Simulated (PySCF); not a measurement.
Species: `C=C(C#CC)/C=C/[SiH2]C#N`. The columns A, B, C and D hold Mulliken, IAO, Hirshfeld and ESP-fitted charges (e) of one PBE0/pcSseg-1 density (PySCF), in a shuffled order. Coordinates in Å (GFN2-xTB); the density's dipole moment is (4.24, 1.94, -1.10) D.

```tsv
atom	x	y	z	A	B	C	D
C1	0.031	-0.387	2.805	-0.574	-0.072	-0.014	-0.282
C2	0.146	-0.154	1.489	+0.565	+0.008	-0.487	-0.003
C3	1.350	0.373	0.952	-0.557	-0.061	+0.232	-0.079
C4	2.372	0.810	0.493	+0.300	-0.033	-0.267	-0.029
C5	3.606	1.334	-0.046	-0.571	-0.094	-0.195	-0.436
C6	-0.951	-0.425	0.571	-0.374	-0.027	-0.040	-0.100
C7	-0.933	-0.159	-0.739	-0.221	-0.145	-0.395	-0.445
Si8	-2.349	-0.491	-1.918	+0.390	+0.388	+0.764	+0.773
C9	-3.710	-1.275	-0.903	+0.191	-0.026	-0.195	-0.154
N10	-4.539	-1.754	-0.275	-0.399	-0.200	-0.212	-0.199
H11	-0.877	-0.786	3.223	+0.205	+0.056	+0.119	+0.158
H12	0.838	-0.180	3.487	+0.236	+0.055	+0.118	+0.167
H13	4.133	1.908	0.717	+0.189	+0.063	+0.151	+0.175
H14	3.401	1.981	-0.898	+0.185	+0.062	+0.148	+0.173
H15	4.245	0.513	-0.372	+0.188	+0.063	+0.151	+0.175
H16	-1.829	-0.870	1.025	+0.207	+0.047	+0.103	+0.153
H17	-0.033	0.289	-1.148	+0.173	+0.037	+0.147	+0.163
H18	-2.914	0.742	-2.477	-0.067	-0.060	-0.064	-0.105
H19	-1.997	-1.459	-2.961	-0.066	-0.060	-0.065	-0.104
```

Q: Which column most likely holds the ESP-fitted charges?

A: A. Σ q r misses the density's dipole by 0.01 D (A), 1.04 D (B), 1.10 D (D), 2.28 D (C). Charges fitted to the outside potential are the only set here that is tied to the molecule's multipoles.

Q: And the Hirshfeld charges?

A: B. The mean sizes are 0.082 e (B), 0.204 e (C), 0.204 e (D), 0.298 e (A), and Hirshfeld charges are commonly the smallest of these schemes.

As computed, A = ESP-fitted, B = Hirshfeld, C = Mulliken, D = IAO. Hydrogens on carbon: ESP-fitted +0.17 to +0.24, Hirshfeld +0.04 to +0.06, Mulliken +0.10 to +0.15, IAO +0.15 to +0.17 e.

The ESP scheme is a least-squares fit of atom-centred charges to the potential on four shells outside the van der Waals surface, with the total charge fixed. The IAO scheme counts the electrons in orthogonalised intrinsic atomic orbitals, a minimal basis polarised so that it spans the occupied orbitals exactly.

Isolated species at its GFN2-xTB geometry (one conformer only).

The values belong to the conformer `[CH2:1]=[C:2]([C:3]#[C:4][CH3:5])/[CH:6]=[CH:7]/[SiH2:8][C:9]#[N:10]`: C1–C2–C6–C7 177°, C6–C7–Si8–C9 -1°.
